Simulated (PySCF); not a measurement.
C₃H₃N₂, SMILES C1C=C[N]N=1 (connectivity only; charge and spin as stated), charge -1, multiplicity 1.

The structure is a stationary point at r2SCAN-D4/def2-SVPD. The multiplicity is an assumed one; other spin states were not compared. The isomer is the one that the SMILES or the coordinates give; other isomers of the formula were not compared.

Two levels are set side by side: PBE/def2-SVPD (PySCF) and PBE0/def2-SVPD (PySCF). Same geometry, gas phase. Differences are taken from unrounded values.

```csv
quantity,PBE0,PBE,PBE minus PBE0
orbital gap (eV),6.37,4.31,-2.06
highest occupied level (eV),-1.10,0.36,1.46
lowest empty level (eV),5.27,4.67,-0.60
mean polarisability (bohr³),55.8,58.5,2.7
```

PBE's occupied levels lie high since its potential decays too fast outside the molecule; exact exchange lowers them and widens the gap. Loosely held outer electrons make PBE densities more polarisable. Differences between two approximate levels are no errors against the true value.

Rough cost on one machine, each run with all the roots and properties that it gave: PBE0 against PBE within a factor of 2.
